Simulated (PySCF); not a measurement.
Match the calculated data to a structure.

All candidates are C3H10N2Si.

* NMR, other nuclei: isotropic shieldings of nuclei other than C and H, by class: -159 (1 N), 210 (1 N), 386 (1 Si) ppm [GIAO PBE0/pcSseg-1]
* Dipole: 2.42 D [B3LYP/def2-SVPD]
* 13C NMR: chemical shifts (computed TMS as zero) by class: 170.3 (1 C), 46.1 (1 C), 28.2 (1 C) ppm [GIAO PBE0/pcSseg-1]
* UV, first state: lowest singlet excitation: 4.02 eV (309 nm, f = 0.001) [TDDFT B3LYP/def2-SVPD]
* 1H NMR: chemical shifts (computed TMS as zero) by class: 8.72 (1 H), 8.62 (1 H), 4.92 (2 H), 3.00 (2 H), 0.78 (2 H), 0.66 (2 H) ppm [GIAO PBE0/pcSseg-1]
* UV, strongest line: among the 8 lowest singlet transitions: S8 at 6.84 eV (181 nm, f = 0.105) [TDDFT B3LYP/def2-SVPD]
* Rotational structure: rotational constants A, B, C: 6.989, 1.179, 1.089 GHz [GFN2-xTB]

Gas-phase values; electronic properties from PySCF, density fitting. Levels stand in brackets. One conformer (not necessarily the lowest) at the GFN2-xTB geometry, without solvent, vibrations or thermal averaging. GFN2-xTB frequencies show an imaginary mode (39i cm⁻¹), so this geometry is no minimum at that level. Each NMR value is the plain mean over a class of atoms that symmetry, rotation or inversion makes alike.

Problem. Which candidate is it?
A. `C=N[SiH2]CCN`
B. `C=CCN[SiH2]N`
C. `C=NNCC[SiH3]`

Solution. A. It is `C=N[SiH2]CCN`. Numbering: `[CH2:1]=[N:2][SiH2:3][CH2:4][CH2:5][NH2:6]`. Its formula, C3H10N2Si, gives 1 degree of unsaturation: 0 rings and 1 π bond in the structure found. 3 carbons fall into 3 classes; from least to most shielded: C=N carbon [C1] (170.3 ppm), sp3 carbon bound to nitrogen [C5] (46.1 ppm), sp3 carbon bound to silicon [C4] (28.2 ppm). Hydrogen classes from least to most shielded: 1 H on a C=N carbon, C1 (8.72 ppm), 1 H on a C=N carbon, C1 (8.62 ppm), 2 H on an SiH2 silicon, Si3 (4.92 ppm), 2 H on an sp3 carbon bound to nitrogen, C5 (3.00 ppm), 2 H on an sp3 carbon bound to silicon, C4 (0.78 ppm), 2 H on a primary amine nitrogen, N6 (0.66 ppm). The other shieldings belong to: -159 ppm, C=N nitrogen [N2]; 210 ppm, primary amine nitrogen [N6]; 386 ppm, SiH2 silicon [Si3]. S1 is mainly HOMO−1→LUMO (weight 0.97); the largest Löwdin shares of the orbital it empties are 0.56 on the C=N nitrogen, 0.16 on the C=N carbon, 0.09 on the SiH2 silicon and 0.06 on a hydrogen on a C=N carbon, of the orbital it fills 0.41 on the C=N carbon, 0.34 on the C=N nitrogen and 0.07 on each of 2 atoms of one kind (hydrogen on a C=N carbon). The optimised geometry has point group C1 and is an asymmetric top.

The others, at the same levels:
- `C=NNCC[SiH3]` fails: its computed 13C shifts are 117.5 (1 C), 52.5 (1 C), 14.2 (1 C) ppm, 1H shifts are 6.43 (1 H), 5.74 (1 H), 4.82 (1 H), 3.77 (3 H), 3.43 (2 H), 0.85 (2 H) ppm and lowest singlet excitation is 5.40 eV (230 nm, f = 0.108) (against 4.02 eV).
- `C=CCN[SiH2]N` fails: its computed 13C shifts are 151.5 (1 C), 119.9 (1 C), 49.2 (1 C) ppm, 1H shifts are 6.26 (1 H), 5.43 (1 H), 5.24 (1 H), 5.16 (2 H), 3.58 (2 H), 0.11 (1 H), 0.06 (2 H) ppm and rotational constant A is 10.524 GHz (against 6.989 GHz).

Each candidate is one conformer, not necessarily the lowest. The conformers computed, where there is a choice (atom-mapped SMILES and torsion angles):
- `[CH2:1]=[N:2][SiH2:3][CH2:4][CH2:5][NH2:6]`: C1–N2–Si3–C4 -121°, N2–Si3–C4–C5 -98°, Si3–C4–C5–N6 178°, H–N6–C5–C4 -60°, H–N6–C5–C4 58°
- `[CH2:1]=[N:2][NH:3][CH2:4][CH2:5][SiH3:6]`: C1–N2–N3–C4 -160°, N2–N3–C4–C5 86°, N3–C4–C5–Si6 -179°
- `[CH2:1]=[CH:2][CH2:3][NH:4][SiH2:5][NH2:6]`: C1–C2–C3–N4 129°, C2–C3–N4–Si5 150°, C3–N4–Si5–N6 180°, H–N6–Si5–N4 51°, H–N6–Si5–N4 -176°
